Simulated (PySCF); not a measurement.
B(F)2(Cl)(NH3), H3BClF2N, singlet (CAM-B3LYP/def2-SVP optimised geometry):

```
8

B     -0.648    -0.193     0.000
F     -1.197     1.051     0.000
F     -1.197    -1.051    -0.901
Cl     1.197    -0.193     0.000
N     -1.045    -0.827     1.474
H     -0.688    -1.782     1.547
H     -2.062    -0.836     1.593
H     -0.624    -0.265     2.217
```

Calculation: CAM-B3LYP/def2-TZVP run with PySCF.

**Question.** What are the frontier orbital energies and the dipole moment?

**Answer.** HOMO-2 -11.16 eV, HOMO-1 -9.93 eV, HOMO -9.81 eV, LUMO 0.47 eV, LUMO+1 2.27 eV; dipole moment 6.32 D.

On the same geometry PBE/def2-TZVP in PySCF 2.14.0 gives HOMO-2 -8.12 eV, HOMO-1 -7.06 eV, HOMO -6.89 eV, LUMO -1.09 eV, LUMO+1 0.61 eV; dipole moment 6.14 D.

Meta-Löwdin charges at CAM-B3LYP/def2-TZVP: B1 0.51, F2 -0.37, F3 -0.37, Cl4 -0.26, N5 -0.35, H6 0.28, H7 0.27, H8 0.28.
